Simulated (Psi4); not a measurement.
F4Sn, charge -1, doublet, geometry from GFN2-xTB (such geometries of metal compounds can be far from the true shape) (a state made from the parent by changing its charge; the spin is typed, not shown lowest) (all electrons, no relativity) (a gas-phase anion, which may not be bound at this level); PBE0/STO-3G in Psi4.

Psi4 was given this input:
```
memory 2 GB

molecule mol {
-1 2
F    -1.143497   -1.783033   -0.875394
Sn    0.000000    0.000000    0.000000
F    -1.368901    1.837705    0.045329
F     0.678881   -0.499713    2.131317
F     1.833517    0.445040   -1.301253
}

set {
  basis sto-3g
  reference uks
  scf_type pk
  puream true
  d_convergence 1e-8
  dft_radial_points 99
  dft_spherical_points 590
}

energy('pbe0')
print_variables()
```

What the program printed (banner, timings and long lists left out):

```
   => Loading Basis Set <=

    Name: STO-3G
    Role: ORBITAL
    Keyword: BASIS

         ---------------------------------------------------------
                                   SCF
               by Justin Turney, Rob Parrish, Andy Simmonett
                          and Daniel G. A. Smith
                              UKS Reference
         ---------------------------------------------------------

  ==> Geometry <==

    Molecular point group: c1
    Full point group: C1

    Geometry (in Angstrom), charge = -1, multiplicity = 2:

       Center              X                  Y                   Z               Mass
    ------------   -----------------  -----------------  -----------------  -----------------
         F           -1.143497000000    -1.783032903018    -0.875393903018    18.998403162730
         SN          -0.000000000000     0.000000096982     0.000000096982   119.902201630000
         F           -1.368901000000     1.837705096982     0.045329096982    18.998403162730
         F            0.678881000000    -0.499712903018     2.131317096982    18.998403162730
         F            1.833517000000     0.445040096982    -1.301252903018    18.998403162730

  Running in c1 symmetry.

  Rotational constants: A =      0.06334  B =      0.06334  C =      0.06334 [cm^-1]
  Rotational constants: A =   1898.95789  B =   1898.95765  C =   1898.95742 [MHz]
  Nuclear repulsion =  484.304445898551023

  Charge       = -1
  Multiplicity = 2
  Electrons    = 87
  Nalpha       = 44
  Nbeta        = 43

  ==> Algorithm <==

  SCF Algorithm Type is PK.
  DIIS enabled.
  MOM disabled.
  Fractional occupation disabled.
  Guess Type is SAD.
  Energy threshold   = 1.00e-06
  Density threshold  = 1.00e-08
  Integral threshold = 1.00e-12

  ==> Primary Basis <==

  Basis Set: STO-3G
    Blend: STO-3G
    Number of shells: 23
    Number of basis functions: 47
    Number of Cartesian functions: 49
    Spherical Harmonics?: true
    Max angular momentum: 2

  ==> DFT Potential <==

   => LibXC <=

    Version 7.1.2
    S. Lehtola, C. Steigemann, M. J. T. Oliveira, and M. A. L. Marques,  SoftwareX 7, 1–5 (2018) (10.1016/j.softx.2017.11.002)

   => Composite Functional: PBE0 <=

    PBE0 Hyb-GGA Exchange-Correlation Functional

    C. Adamo and V. Barone,  J. Chem. Phys. 110, 6158 (1999) (10.1063/1.478522)
    M. Ernzerhof and G. E. Scuseria,  J. Chem. Phys. 110, 5029 (1999) (10.1063/1.478401)

    Deriv               =              1
    GGA                 =           TRUE
    Meta                =          FALSE

    Exchange Hybrid     =           TRUE
    MP2 Hybrid          =          FALSE

   => Exchange Functionals <=

    0.7500   Perdew, Burke & Ernzerhof

   => Exact (HF) Exchange <=

    0.2500               HF

   => Correlation Functionals <=

    1.0000   Perdew, Burke & Ernzerhof

   => LibXC Density Thresholds  <==

    XC_HYB_GGA_XC_PBEH:  1.00E-15

   => Molecular Quadrature <=

    Radial Scheme          =       TREUTLER
    Pruning Scheme         =           NONE
    Nuclear Scheme         =       TREUTLER

    Blocking Scheme        =         OCTREE
    BS radius alpha        =              1
    Pruning alpha          =              1
    Radial Points          =             99
    Spherical Points       =            590
    Total Points           =         275525
    Total Blocks           =           2080
    Max Points             =            256
    Max Functions          =             43
    Weights Tolerance      =       1.00E-15

  ==> Integral Setup <==

  Using in-core PK algorithm.
   Calculation information:
      Number of atoms:                   5
      Number of AO shells:              23
      Number of primitives:             69
      Number of atomic orbitals:        49
      Number of basis functions:        47

      Integral cutoff                 1.00e-12
      Number of threads:                 1

  Performing in-core PK
  Using 1273512 doubles for integral storage.
[...]
    Using symmetric orthogonalization.

  ==> Pre-Iterations <==

  SCF Guess: Superposition of Atomic Densities via on-the-fly atomic UHF (no occupation information).

   -------------------------
    Irrep   Nso     Nmo
   -------------------------
     A         47      47
   -------------------------
    Total      47      47
   -------------------------

  ==> Iterations <==

                        Total Energy        Delta E     RMS |[F,P]|

   @UKS iter SAD: -6354.60666322706675   -6.35461e+03   0.00000e+00
   @UKS iter   1: -6357.96438567970199   -3.35772e+00   6.67429e-03 DIIS/ADIIS
   @UKS iter   2: -6357.96299985458063    1.38583e-03   4.96665e-03 DIIS/ADIIS
   @UKS iter   3: -6358.02487804674365   -6.18782e-02   1.62457e-03 DIIS/ADIIS
   @UKS iter   4: -6358.03181146328734   -6.93342e-03   1.75157e-04 DIIS/ADIIS
   @UKS iter   5: -6358.03220981110280   -3.98348e-04   5.46279e-05 DIIS
   @UKS iter   6: -6358.03224094602228   -3.11349e-05   1.38018e-06 DIIS
   @UKS iter   7: -6358.03224095057521   -4.55293e-09   1.45359e-06 DIIS
   @UKS iter   8: -6358.03224095596033   -5.38512e-09   3.48414e-07 DIIS
   @UKS iter   9: -6358.03224095632231   -3.61979e-10   1.63359e-08 DIIS
   @UKS iter  10: -6358.03224095632140    9.09495e-13   4.23397e-10 DIIS
  Energy and wave function converged.

  ==> Post-Iterations <==

   Electrons on quadrature grid:
      Nalpha   =   44.0000013903 ; deviation = 1.390e-06
      Nbeta    =   43.0000010530 ; deviation = 1.053e-06
      Ntotal   =   87.0000024433 ; deviation = 2.443e-06

   @Spin Contamination Metric:   6.349779396E-02
   @S^2 Expected:                7.500000000E-01
   @S^2 Observed:                8.134977940E-01
   @S   Expected:                5.000000000E-01
   @S   Observed:                5.000000000E-01

    Orbital Energies [Eh]
    ---------------------

    Alpha Occupied:

[...]
    Alpha Virtual:

[...]
    Beta Occupied:

[...]
      43A      0.119940

    Beta Virtual:

[...]
      47A      0.415649

    Final Occupation by Irrep:
              A
    DOCC [    43 ]
    SOCC [     1 ]
    NA   [    44 ]
    NB   [    43 ]

  @UKS Final Energy: -6358.03224095632140

   => Energetics <=

    Nuclear Repulsion Energy =            484.3044458985510232
    One-Electron Energy =               -9796.6619302499620972
    Two-Electron Energy =                3108.0354560381852025
    DFT Exchange-Correlation Energy =    -153.7102126430959288
    Empirical Dispersion Energy =           0.0000000000000000
    VV10 Nonlocal Energy =                  0.0000000000000000
    Total Energy =                      -6358.0322409563214023

  UHF NO Occupations:
  HONO-2 :   42  A 1.9893605
  HONO-1 :   43  A 1.9893603
  HONO-0 :   44  A 1.0000000
  LUNO+0 :   45  A 0.0106397
  LUNO+1 :   46  A 0.0106395
  LUNO+2 :   47  A 0.0106395

Computation Completed

Properties will be evaluated at   0.000000,   0.000000,   0.000000 [a0]

Properties computed using the SCF density matrix

 Multipole Moments:

 ------------------------------------------------------------------------------------
     Multipole            Electronic (a.u.)      Nuclear  (a.u.)        Total (a.u.)
 ------------------------------------------------------------------------------------

 L = 1.  Multiply by 2.5417464519 to convert [e a0] to [Debye]
 Dipole X            :          0.0000003            0.0000000            0.0000003
 Dipole Y            :         -0.0000012           -0.0000012           -0.0000024
 Dipole Z            :          0.0000000           -0.0000012           -0.0000012
 Magnitude           :                                                    0.0000027

 ------------------------------------------------------------------------------------

  Variable Map:
  ----------------------------------------------------------------------------
[...]
  Array Variable Map:
  ----------------------------------------------------------------------------
[...]
[...]
```
